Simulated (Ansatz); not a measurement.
`N=CB(F)S` + `F[SiH2]O[SiH3]` → `FB(S)O[SiH3]` + `N=C[SiH2]F`  (redistribution)

Program: Ansatz. Geometries: PBE0-D4/def2-TZVP. ΔE: electronic, gas phase. CCSD(T)/CBS adds triple-zeta CCSD(T) − MP2 to the extrapolated MP2 energy (def2 sets, frozen cores). Functionals use def2-TZVPP. B3LYP here is the variant with VWN-RPA as its local correlation; programs differ in this. Each species was taken in one conformer, which may not be the lowest.

`N=CB(F)S`:

```xyz
8

N     0.894    1.451    0.842
C     0.180    0.801    0.016
B    -0.083   -0.747    0.118
F     0.465   -1.409    1.130
S    -1.077   -1.679   -1.048
H     1.260    0.827    1.566
H    -0.262    1.379   -0.804
H    -1.376   -0.622   -1.820
```

`F[SiH2]O[SiH3]`:

```xyz
9

F    -2.242   -0.709   -0.682
Si   -1.054    0.256   -1.127
O     0.300   -0.155   -0.346
Si    1.133   -0.253    1.064
H    -0.840    0.069   -2.575
H    -1.459    1.635   -0.770
H     2.577   -0.118    0.755
H     0.875   -1.565    1.704
H     0.710    0.840    1.978
```

`FB(S)O[SiH3]`:

Cartesian coordinates in Å:
```
F -2.301 0.089 0.987
B -1.219 0.006 0.221
S -1.408 -0.238 -1.572
O -0.014 0.108 0.804
Si 1.579 0.079 0.363
H -2.750 -0.259 -1.541
H 2.180 1.379 0.738
H 2.235 -1.025 1.101
H 1.698 -0.139 -1.101
```

`N=C[SiH2]F`:

Cartesian coordinates in Å:
```
N 0.162 -0.577 1.741
C -0.527 -0.507 0.678
Si 0.036 0.355 -0.897
F 1.492 0.940 -0.576
H 1.063 -0.104 1.631
H -1.513 -0.990 0.705
H 0.146 -0.596 -2.029
H -0.860 1.481 -1.253
```

(1) Is it downhill or uphill in electronic energy at CCSD(T)/CBS, and by how much? (An estimate is asked.)

(2) What do these levels give: PBE0-D4, B3LYP-D4, CAM-B3LYP-D4, ωB97X-V, PBE, CCSD/CBS(def2)? (Estimate.)

Largest T1 diagnostic among the species: 0.014.

Results:

(1) Ansatz gave: Uphill: ΔE = +4.0 kcal/mol.

(2) Computed: PBE0-D4 2.3, B3LYP-D4 3.2, CAM-B3LYP-D4 3.4, ωB97X-V 3.0, PBE 2.1, CCSD/CBS(def2) 4.1 kcal/mol.

From BLYP to BHLYP (50 % exact exchange), in def2-TZVPP and without D4, ΔE moves by +0.8 kcal/mol. At CCSD(T), def2-SVP lies −3.6 kcal/mol from the extrapolated value and def2-TZVPP −0.1 kcal/mol. Leaving LDA and LC-ωPBE aside and taking each functional with its dispersion term where it has one, the values, not all of them listed here, spread over 2.2 kcal/mol, from revPBE-D4 to B2PLYP. LDA lies −0.8 kcal/mol from PBE without D4.
